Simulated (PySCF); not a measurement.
A species of formula C2H6O2Si has this rotational fingerprint, computed with PySCF, PBE0-D3(BJ)/def2-SVP geometry optimisation, gas phase:

* Rotational constants: A = 8109, B = 3370, C = 2879 MHz
* Dipole components: |μa| = 0.87 D, |μb| = 1.62 D, |μc| = 1.27 D
* Inertial defect: -36.79 u·Å²
* κ: -0.81

**Question.** Which candidate fits, each taken in the one conformer that was computed?
A. `[OH:1][Si@H:2]1[CH2:3][CH2:4][O:5]1` with H–O1–Si2–C3 -50°
B. `[SiH3]OC(C)=O` (Si(OAc)H3)
C. `[CH3:1][O:2][C:3](=[O:4])[SiH3:5]` with C1–O2–C3–O4 0°

**Answer.** A. It is O[Si@H]1CCO1, an asymmetric top, point group C1. The candidates at the same level (rigid rotor, commonest isotopes):

```json
{"SMILES": "[H][Si]([H])([H])OC(C)=O", "A (MHz)": "9965", "B (MHz)": "2553", "C (MHz)": "2111", "μa (D)": "0.29", "μb (D)": "1.60", "μc (D)": "0.00", "Δ (u·Å²)": "-9.27", "point group": "Cs", "rotor": "asymmetric top"}
{"SMILES": "O[Si@H]1CCO1", "A (MHz)": "8109", "B (MHz)": "3370", "C (MHz)": "2879", "μa (D)": "0.87", "μb (D)": "1.62", "μc (D)": "1.27", "Δ (u·Å²)": "-36.79", "point group": "C1", "rotor": "asymmetric top"}
{"SMILES": "COC(=O)[SiH3]", "A (MHz)": "8872", "B (MHz)": "2410", "C (MHz)": "1963", "μa (D)": "0.64", "μb (D)": "1.53", "μc (D)": "0.01", "Δ (u·Å²)": "-9.21", "point group": "–", "rotor": "asymmetric top"}
```

`[H][Si]([H])([H])OC(C)=O` has C 27 % too low; `COC(=O)[SiH3]` has C 32 % too low. No structure here is proved a minimum.
